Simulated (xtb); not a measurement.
C4H6BF, SMILES C#CB(F)CC. All values are semi-empirical tight-binding results from xtb (GFN2-xTB unless named), good for trends rather than for accurate numbers. Geometry: GFN2-xTB. This is a generated structure with no PubChem entry under its InChIKey; it may be hypothetical. Other conformers were not sampled.

Optimised geometry:

```xyz
12

C      1.7016     1.7327     0.2664
C      1.0602     0.7136     0.2757
B      0.2315    -0.5569     0.2684
F      0.7285    -1.6383     0.8546
C     -1.1946    -0.6651    -0.4135
C     -1.7698     0.6369    -0.9705
H      2.2660     2.6205     0.2611
H     -1.1300    -1.4015    -1.2216
H     -1.8995    -1.0936     0.3054
H     -1.8896     1.3707    -0.1771
H     -2.7413     0.4656    -1.4297
H     -1.1041     1.0585    -1.7196
```

Computed properties:
```json
{
 "orbital_gap": "4.05 eV",
 "dipole_moment": "1.53 D",
 "zero_point_energy": "56.1 kcal/mol",
 "G − E(el) at 298.15 K (modified RRHO)": "36.3 kcal/mol",
 "static polarisability (D4 model)": "58.0 bohr³",
 "solvation energy, GFN2-xTB/ALPB(water)": "-1.8 kcal/mol",
 "solvation energy, GFN2-xTB/ALPB(chcl3)": "-5.3 kcal/mol"
}
```

Question: Give the IR lines (harmonic; lines under 4 % of the strongest left out, lines within 3 cm⁻¹ merged). (An estimate is asked for; the answer gives what the named calculation found.)

Answer: ν (cm⁻¹): 377 (w), 433 (w), 678 (w), 744 (s), 971 (w), 997 (m), 1140 (s), 1236 (vs), 1318 (m), 1455 (w), 2207 (m), 2938 (w), 2965 (w), 3026 (m), 3038 (m), 3045 (w) (against the strongest line: vs over 80 %, s over 45 %, m over 15 %, w over 4 %, vw less)

Computed atomic charges and the Wiberg bond orders between heavy atoms:
charges (e) C1 -0.07, C2 -0.09, B3 0.38, F4 -0.27, C5 -0.14, C6 -0.11, H7 0.08, H8 0.05, H9 0.05, H10 0.03, H11 0.04, H12 0.03. Bond orders C1–C2 2.87, C2–B3 1.04, B3–F4 1.09, B3–C5 1.01, C5–C6 1.02.
